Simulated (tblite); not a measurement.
Br$_{4}$Zr, charge +1, doublet, at a GFN2-xTB geometry (such geometries of metal compounds can be far from the true shape) (the multiplicity is a formal guess); GFN1-xTB (tblite 0.6.0).

Input for tblite:
```
$ tblite run mol.xyz --method gfn1 --charge 1 --spin 1 --spin-polarized --json tblite.json --no-restart

# file mol.xyz
5

Zr     0.00000000    -0.00000000    -0.00000000
Br     1.96941615    -0.53661338    -1.44818939
Br     0.75877208     0.28556007     2.36781055
Br    -1.06752936     2.11935833    -0.79530354
Br    -1.66065887    -1.86830502    -0.12431762
```

Q: Predict the main parts of the log of this tblite run.

A: 
```
xTB calculator
 | screened Coulomb repulsion
 | Coulomb electrostatics
 |  * isotropic Klopman-Ohno-Mataga-Nishimoto electrostatics
 |  * onsite third-order electrostatics
 | DFT-D3(BJ) dispersion correction
 | Interactions (1)
 | [1] spin polarization

halogen bonding energy    0.0000000000000E+00 Eh
repulsion energy          8.0917011619646E-02 Eh
dispersion energy        -3.6572624042326E-03 Eh
interaction energy        0.0000000000000E+00 Eh
number of electrons       3.1000000000000E+01 e
integral cutoff           4.0000000000000E+01 bohr

------------------------------------------------------------
  cycle        total energy    energy error   density error
------------------------------------------------------------
      1     -16.03997310608  -1.6117233E+01   5.4763664E-01
      2     -16.62011857091  -5.8014546E-01   2.4196138E-01
      3     -16.61128514652   8.8334244E-03   1.5611455E-01
      4     -16.39606781572   2.1521733E-01   2.9044074E-01
      5     -16.62356197972  -2.2749416E-01   2.9410215E-02
      6     -16.62499256135  -1.4305816E-03   2.1225516E-02
      7     -16.62649819237  -1.5056310E-03   7.6114428E-03
      8     -16.62661490028  -1.1670792E-04   5.3036678E-03
      9     -16.62670252496  -8.7624676E-05   1.9591117E-03
     10     -16.62671122954  -8.7045762E-06   1.2438259E-03
     11     -16.62671354508  -2.3155411E-06   8.9956409E-04
     12     -16.62671570650  -2.1614182E-06   3.3303283E-04
     13     -16.62671572244  -1.5948643E-08   3.2496443E-04
     14     -16.62671586573  -1.4328392E-07   2.3693439E-04
     15     -16.62671602506  -1.5932938E-07   2.5140858E-05
     16     -16.62671602678  -1.7235280E-09   4.8628151E-06
------------------------------------------------------------

electronic energy        -1.6703975775997E+01 Eh
total energy             -1.6626716026782E+01 Eh

Post processing:
 | Mayer-Wiberg bond orders

[Info] JSON dump of results written to 'tblite.json'
```
